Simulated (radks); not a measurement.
La II, 56 electrons, occupied as [Xe] 5d2. Calculated with a radial shooting solver on a logarithmic mesh with Libxc functionals: scalar-relativistic Kohn-Sham, PBE, spin-polarised, spherical densities, finite nucleus; open shells are filled with parallel spins first (spin-orbit coupling, left out, can overturn this in heavy ions); Fermi nuclear charge, rms radius 4.855 fm.

Normalised radial functions P(r) = r R(r), r in bohr:

| r | 4d up | 5s up | 5d up |
|---|---|---|---|
| 0.002137 | 0.0000 | 0.0610 | 0.0000 |
| 0.003317 | 0.0001 | 0.0844 | 0.0000 |
| 0.005192 | 0.0005 | 0.1120 | 0.0001 |
| 0.008062 | 0.0016 | 0.1368 | 0.0004 |
| 0.01262 | 0.0053 | 0.1443 | 0.0014 |
| 0.01959 | 0.0168 | 0.1087 | 0.0043 |
| 0.03067 | 0.0512 | 0.0025 | 0.0132 |
| 0.04762 | 0.1386 | -0.1530 | 0.0357 |
| 0.07453 | 0.3258 | -0.2325 | 0.0836 |
| 0.1157 | 0.5899 | -0.0438 | 0.1503 |
| 0.1811 | 0.7019 | 0.3029 | 0.1743 |
| 0.2812 | 0.2350 | 0.1817 | 0.0442 |
| 0.4402 | -0.7656 | -0.4267 | -0.2084 |
| 0.6835 | -1.2690 | -0.2529 | -0.2458 |
| 1.07 | -0.7881 | 0.7069 | 0.1230 |
| 1.661 | -0.2097 | 0.8770 | 0.5404 |
| 2.6 | -0.0185 | 0.3318 | 0.6170 |
| 4.037 | -0.0004 | 0.0409 | 0.3829 |
| 6.318 | 0.0000 | 0.0010 | 0.1241 |
| 9.81 | 0.0000 | 0.0000 | 0.0156 |

4d up: eigenvalue -107.48 eV, 1 radial node at r = 0.316 bohr, <r> = 0.768 bohr, 90 % of the charge inside 1.15 bohr. 5s up: eigenvalue -42.887 eV, 4 radial nodes at r = 0.0309, 0.122, 0.323, 0.773 bohr, <r> = 1.57 bohr, 90 % of the charge inside 2.26 bohr. 5d up: eigenvalue -7.620 eV, 2 radial nodes at r = 0.306, 0.952 bohr, <r> = 2.87 bohr, 90 % of the charge inside 4.46 bohr.
